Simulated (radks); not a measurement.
The numbers below are computed, except where a source is named.
Polarisability of the magnesium ion Mg2+, [Ne], at imaginary frequency. Level of theory: scalar-relativistic Kohn-Sham, LB94 model potential, spin-unpolarised, spherical densities, finite nucleus; Fermi nuclear charge, rms radius 3.057 fm (a radial shooting solver on a logarithmic mesh with Libxc functionals). Response by self-consistent Sternheimer equations with the Hartree and adiabatic LDA kernel, the relativistic mass of each level held fixed and spin-orbit coupling left out.

| w (hartree) | alpha1(iw) (bohr^3) | alpha2(iw) (bohr^5) |
|---|---|---|
| 0.00266 | 0.4977 | 0.5719 |
| 0.0143 | 0.4977 | 0.5719 |
| 0.0360 | 0.4976 | 0.5718 |
| 0.0697 | 0.4974 | 0.5716 |
| 0.118 | 0.4968 | 0.5710 |
| 0.186 | 0.4956 | 0.5698 |
| 0.280 | 0.4929 | 0.5670 |
| 0.413 | 0.4875 | 0.5614 |
| 0.605 | 0.4766 | 0.5501 |
| 0.892 | 0.4548 | 0.5271 |
| 1.35 | 0.4122 | 0.4820 |
| 2.12 | 0.3360 | 0.3991 |
| 3.59 | 0.2227 | 0.2704 |
| 6.94 | 0.1014 | 0.1241 |
| 17.5 | 0.02311 | 0.02718 |

Static values: alpha1 = 0.4977 bohr^3 (0.07375 angstrom^3; uncoupled 0.5650), alpha2 = 0.5719 bohr^5, alpha3 = 1.158 bohr^7. C6 = 0.6003, C8 = 3.538, triple-dipole C9 = 0.2157 atomic units. One-pole (London) frequency 4 C6 / (3 alpha1^2) = 3.232 hartree, against 2.877 for minus the highest occupied eigenvalue.
